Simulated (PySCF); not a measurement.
Identify the compound

An unknown has the formula C3H13NO2Si3. Its calculated NMR data are:

1H NMR (600 MHz, computed): δ 5.20 (s, 2H), 4.81 (s, 6H), 4.03 (s, 2H), 3.56 (s, 3H).

13C{1H} NMR (computed): δ 262.4 (C), 87.9 (CH2), 62.8 (CH3).

How the numbers were obtained: shieldings: GIAO PBE0/pcSseg-1, GFN2-xTB structure, in PySCF 2.14 (no solvent, a single conformation, non-relativistic, fast rotation and ring inversion assumed for equivalent nuclei).

δ = σ(ref) − σ, references computed at the same level: TMS for 1H (σ = 31.72 ppm) and 13C (σ = 186.93 ppm).

Propose a structure and justify it.

## Answers


- Rings plus π bonds: 1 (no ring in the answer).
- 3 carbon signals for 3 carbons: no two carbons are equivalent.
- Carbon types of the structure: 1 × C, 1 × CH2, 1 × CH3, leaving 8 H on heteroatoms.
- δC 262.4: carbonyl carbon.
- δC 87.9: sp3 CH2 bonded to O, α to a carbonyl; the inductive effect lowers its shielding.
- δC 62.8: methyl carbon bonded to O; deshielded by the electronegative neighbour.
- δH 5.20: hydrogen on a silicon bonded to C, N.
- δH 4.81: hydrogen on a silicon bonded to N.
- δH 4.03: hydrogen on an sp3 CH2 bonded to O, α to a carbonyl; its carbon carries O, an electronegative neighbour.
- δH 3.56: hydrogen on a methyl carbon bonded to O; its carbon carries O, which withdraws density.

These data were computed for SMILES COCC(=O)[SiH2]N([SiH3])[SiH3].

This is the structure that produced the data.

Shifts are as computed. Against solution values, carbons near 30 ppm lie about +3 ppm off and those near 130 ppm about +5 ppm. Of 1211 compounds with measured shifts, 218 miss one by over three times the rms of a fit or turn the order of signals round; such compounds aren't used in these exercises. No couplings were computed; multiplicities are counted from neighbouring protons, with m where these are inequivalent, close in shift, in a saturated or five-membered ring or joined by F or P, and br s for small geminal =CH2 splittings.
